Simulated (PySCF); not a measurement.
**Rotational lines of BeCl⁺**

Lines J+1 ← J of the vibrational ground state, computed from RHF-CCSD(T) constants of BeCl⁺, ¹Σ⁺ (singlet), closed shell (Be def2-SVP, Cl def2-SVP; no relativity (PySCF 2.14); masses 9.0122 and 34.9689 u), in MHz:

```json
{"J": "0", "ν (MHz)": "44894.0"}
{"J": "1", "ν (MHz)": "89786.6"}
{"J": "2", "ν (MHz)": "134676.5"}
{"J": "3", "ν (MHz)": "179562.2"}
{"J": "4", "ν (MHz)": "224442.5"}
```

(1) Find B0 and the effective bond length r0; with αe = 0.00593 cm⁻¹, find Re.

Correlated steps freeze 5 core orbitals. Correlated levels converge slowly with the basis: in double zeta they bind strong bonds too weakly, by up to about 1 eV, and carry superposition errors of some tenths. For an ion De counts to the pair picked by the measured ionisation energies or electron affinities, which need not be the lowest pair at this level. Where the molecule has an RHF reference, its open-shell atoms are computed with UHF.

Results:

(1) ν = 2B0(J+1) − 4D(J+1)³ gives B0 = 0.74876 cm⁻¹. With the reduced mass μred = 7.1655 u, r0 = √(16.8576/(μred·B0)) (u, cm⁻¹, Å) = 1.7726 Å. Be = B0 + αe/2 = 0.75172 cm⁻¹ gives Re = 1.769 Å.
